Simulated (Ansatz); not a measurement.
Reaction (ligand exchange at the Si–C bond): `[SiH3]C=C=C[SiH3]` + `OBCO` → `OCBO[SiH3]` + `C=C=C[SiH3]`

Isolated molecules relaxed with PBE0-D4/def2-TZVP in Ansatz; ΔE leaves out vibrations. CCSD(T)/CBS is the MP2 limit (def2-TZVPP, def2-QZVPP) plus CCSD(T) − MP2 in def2-TZVPP, frozen cores. DFT in def2-TZVPP. B3LYP here is the variant with VWN-RPA as its local correlation; programs differ in this. Each species was taken in one conformer, which may not be the lowest.

```tsv
level	ΔE (kcal/mol)	difference from CCSD(T)/CBS
PBE-D4	-10.3	4.1
r2SCAN-D4	-12.9	1.5
PBE0-D4	-11.6	2.8
ωB97X-V	-14.3	0.1
ωB97M-V	-14.0	0.4
B2PLYP	-15.0	-0.6
PBE	-10.9	3.5
PBE0	-12.1	2.3
B3LYP	-15.3	-0.9
SCS-MP2/def2-TZVPP	-15.4	-1.0
CCSD/def2-TZVPP	-15.4	-1.0
CCSD(T)/def2-TZVPP	-14.4	0.0
HF/def2-QZVPP	-20.4	-6.0
SCS-MP2/def2-QZVPP	-15.5	-1.1
MP2/CBS(def2)	-13.7	0.7
CCSD/CBS(def2)	-15.4	-1.0
CCSD(T)/CBS	-14.4	0
```

Largest T1 diagnostic among the species: 0.013.

From PBE to PBE0 (25 % exact exchange), in def2-TZVPP and without D4, ΔE moves by −1.3 kcal/mol. The D4 term adds +0.9 kcal/mol with B3LYP and +0.5 kcal/mol with PBE0; it sums over pairs of atoms, weighted by their polarisabilities, and B3LYP, whose exchange is more repulsive, gets the larger term.
